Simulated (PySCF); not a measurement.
Species: C4H11NSSi.
Structure used (PBE0-D3(BJ)/def2-SVP), in Å, numbered top down from 1:
```
atom  x, y, z in Å
C1     3.0270    0.4333   -0.8582
S2     1.5983   -0.5907   -1.3352
Si3   -0.0318    0.5792   -0.5604
C4    -0.7582    0.0437    1.0994
C5    -2.2700    0.1000    0.8362
C6    -2.5348   -0.3504   -0.6027
N7    -1.4905    0.2420   -1.4195
H8     3.8885    0.0717   -1.4354
H9     2.8570    1.4919   -1.1028
H10    3.2554    0.3367    0.2124
H11    0.4604    1.9959   -0.6081
H12   -0.4258   -0.9910    1.2917
H13   -0.4528    0.6523    1.9632
H14   -2.8442   -0.5099    1.5523
H15   -2.6191    1.1408    0.9458
H16   -3.5363   -0.0208   -0.9300
H17   -2.5314   -1.4591   -0.6561
H18   -1.5891    0.1708   -2.4234
```

The closed-shell ground state was solved at several levels (PySCF, density fitting, gas phase, non-relativistic).

```json
{"level": "PBE0/pcSseg-1", "basis functions": "188", "HOMO (eV)": "-6.48", "LUMO (eV)": "0.50", "gap (eV)": "6.98", "dipole (D)": "1.13"}
{"level": "CAM-B3LYP/def2-SVPD", "basis functions": "239", "HOMO (eV)": "-7.80", "LUMO (eV)": "1.04", "gap (eV)": "8.84", "dipole (D)": "1.04"}
```

Problem. Estimate the row for HF/pcSseg-1, a basis of 188 functions; the other rows only guide the guess.

Solution. HOMO -9.35 eV, LUMO 3.75 eV, gap 13.10 eV, dipole 1.27 D.

Problem. Over all these levels, which gives the widest orbital gap and which the narrowest?

Solution. HF/pcSseg-1 (Hartree–Fock, all exact exchange) has the widest, 13.10 eV, and PBE0/pcSseg-1 (global hybrid, 25 % exact exchange) the narrowest, 6.98 eV. The two share the basis. From the narrowest to the widest the HOMO moves by -2.87 eV and the LUMO by +3.25 eV. The HOMO need not be the same orbital at Hartree–Fock and at DFT levels.

Problem. How far do the dipole and the HOMO energy spread over the levels?

Solution. The dipole runs from 1.04 to 1.27 D (mean 1.15 D) and the HOMO from -9.35 to -6.48 eV.

One conformer stands for the species.
